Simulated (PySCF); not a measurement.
# Dipole response of W(2+) (tungsten, charge +2)

[Xe] 4f14 5d4, high-spin 5D determinant. Computed with PySCF 2.14 in aug-cc-pVTZ-PP with one added diffuse shell each of s, p, d, f, g type with ECP60MDF (7s7p6d4f3g, 113 functions), with a scalar-relativistic core potential. Coupled (time-dependent) response in atomic units; α is the mean over directions.

| method | mean α (bohr³) | α xx, yy, zz | C₆ (like pair) | S(−4) |
| --- | --- | --- | --- | --- |
| UHF | 12.28 | 11.36, 11.36, 14.12 | 72.25 | 61.37 |
| PBE | 13.75 | 13.45, 13.45, 14.35 | 81.53 | 86.19 |

S(−4) is the Cauchy moment in α(ω) = α(0) + S(−4) ω² + …

Spin-orbit coupling is absent.

α(iu) at UHF:

```
u (hartree)  α(iu) (bohr³)
          0          12.28
     0.0500          12.13
      0.100          11.72
      0.200          10.46
      0.300          9.125
      0.500          7.010
      0.750          5.263
       1.00          4.100
       1.50          2.680
       2.00          1.874
       3.00          1.045
       5.00         0.4456
```

A single London oscillator, α(iu) = α/(1 + u²/ω²), gives C₆ = (3/4) ω α². Matching the computed C₆ needs ω = 4 × 72.25 / (3 × 12.28²) = 0.639 hartree.

For an ion, C₆ is the dispersion term alone; charge-induced terms of lower order in 1/R come first.

The components differ because the open shell of this determinant is not spherical; for a pure term their mean is the scalar polarisability.

Energies and moments cover only the electrons outside the core potential. Spin-orbit coupling, absent here, splits the open shell strongly.
